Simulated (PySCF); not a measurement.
Working out the ionisation energy of Tc⁺

Tc⁺ [Kr] 4d5 5s1 (7S) → Tc²⁺ [Kr] 4d5 (6S). All numbers are calculated (PySCF 2.14, a scalar-relativistic core potential, in def2-TZVP with the def2 core potential (28 electrons) (6s4p3d1f, 40 functions)). Frozen: 4s2 4p6. Energies in hartree (1 hartree = 27.21139 eV):

```json
{"part": "UHF", "Tc⁺ (lower)": "-79.909059", "Tc²⁺ (upper)": "-79.383977"}
{"part": "MP2 opposite-spin", "Tc⁺ (lower)": "0.000000", "Tc²⁺ (upper)": "0.000000"}
{"part": "MP2 same-spin", "Tc⁺ (lower)": "-0.060598", "Tc²⁺ (upper)": "-0.044292"}
```

Q: What does Hartree-Fock give?

A: (-79.383977) − (-79.909059) = 0.525082 hartree = 14.288 eV.

Q: What do MP2 and SCS-MP2 (6/5 opposite-spin, 1/3 same-spin) give?

A: The opposite-spin parts differ by 0.000 eV and the same-spin parts by 0.444 eV. MP2: 14.288 + (0.000) + (0.444) = 14.732 eV. SCS-MP2: 14.288 + 1.2 × (0.000) + (0.444)/3 = 14.436 eV.

Reference: 15.26 eV (semi-empirical (NIST evaluation); NIST Atomic Spectra Database, ionization energies).

What remains against the reference includes basis incompleteness, the frozen core and correlation beyond second order.
